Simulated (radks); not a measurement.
The mean radii <r> (bohr) of the occupied orbitals of an atom or ion are listed with their occupations. All-electron calculation, non-relativistic Kohn-Sham, TPSS, spin-polarised, spherical densities, point nucleus; meta-GGA in the generalised Kohn-Sham scheme. Program: a radial shooting solver on a logarithmic mesh with Libxc functionals.

orbital  occ.      <r>
1s up       1  0.01892
1s down     1  0.01892
2s up       1  0.07905
2s down     1  0.07900
2p up       3  0.06680
2p down     3  0.06674
3s up       1   0.1891
3s down     1   0.1894
3p up       3   0.1788
3p down     3   0.1792
3d up       3   0.1542

Name the element and its charge. Open shells, if any, are filled with parallel spins first.

Answer. Z = 80, mercury, charge +59: Hg59+ in [Ar] 3d3. The 1s radius gives Z: for a bare nucleus <r> = 1.5/Z, 0.01875 bohr for Z = 80, and screening makes it slightly larger (0.01892 here). The occupations add up to 21, and the charge is Z minus that.
